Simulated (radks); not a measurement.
Results of a calculation; reference values are marked as such.
Task: Spherical quantum dot in the effective-mass picture: electrons in a well V = -V0 / (1 + exp((r - R)/a)) with V0 = 5.03, R = 8.42, a = 0.69, all in effective atomic units (hartree* = m*/eps^2 hartree, bohr* = eps/m* bohr), one dielectric constant everywhere. Level of theory: non-relativistic Kohn-Sham, PBE, spin-polarised, spherical densities (a radial shooting solver with Libxc functionals). Levels are named by radial order and angular momentum (1s, 1p, 1d, 2s, ...), and open shells are averaged over m. At N = 1 the configuration is 1s(up 1, down 0). Does electron 2 go into 1s down or 1p up?

Result: Into 1s down. The total energies of the other choices lie higher by 0.0556 hartree* (1p up).
